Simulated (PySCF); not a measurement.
**Electron correlation in Si(12+) (silicon, charge +12)**

1s2, closed-shell 1S. Computed with PySCF 2.14 in an uncontracted even-tempered set (15 s from 7.3 bohr⁻², ratio 2.2; 7 p from 11 bohr⁻², ratio 2.4; 4 d from 34 bohr⁻², ratio 2.4; 3 f from 51 bohr⁻², ratio 2.4; 3 g from 76 bohr⁻², ratio 2.4), with the non-relativistic Hamiltonian (point nucleus). Frozen: nothing; 2 electrons correlated; the 11 highest virtual orbitals of each spin left out.

With two correlated electrons CCSD is exact within the correlated space (frozen core and kept virtual orbitals).

```csv
level,correlation energy (mhartree)
CCSD,-45.32
```

Diagnostics: T1 = 1.2e-05, D1 = 0.0000, largest double amplitude 0.003.

Cost of the coupled-cluster step: roughly 7 core-seconds, for 2 correlated electrons.
